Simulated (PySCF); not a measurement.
How methods differ on the ionisation energy of Ni(10+)

Ni(10+) [Ar] (1S) → Ni(11+) [Ne] 3s2 3p5 (2P), as a difference of total energies. All numbers are calculated (PySCF 2.14, the non-relativistic Hamiltonian (point nucleus), in an even-tempered Gaussian basis (17 s from 0.59 bohr⁻², ratio 2.5; 12 p from 0.76 bohr⁻², ratio 2.5; 5 d from 5.6 bohr⁻², ratio 2.7; 4 f from 8.4 bohr⁻², ratio 2.7)). Correlated levels: outer shells: 1s2 frozen; virtual orbitals above 40 to 60 times the deepest correlated orbital energy dropped. The calculations carry no spin-orbit coupling.

```json
{"method": "UHF", "ionisation energy (eV)": "318.34"}
{"method": "MP2 (outer shells)", "ionisation energy (eV)": "319.23"}
{"method": "SCS-MP2 (outer shells)", "ionisation energy (eV)": "319.10"}
{"method": "CCSD (outer shells)", "ionisation energy (eV)": "319.09"}
{"method": "CCSD(T) (outer shells)", "ionisation energy (eV)": "319.09"}
```

Task: How much does correlation contribute at CCSD(T) (outer shells)?

Result: 319.09 − (318.34) = 0.75 eV, measured against UHF.

A first-order spin-orbit estimate (lowest level to lowest level, LS coupling) adds -0.893 eV.

These non-relativistic numbers lack the scalar-relativistic shift.

For comparison: 319.5 ± 0.7 eV (semi-empirical (NIST evaluation); NIST Atomic Spectra Database, ionization energies).
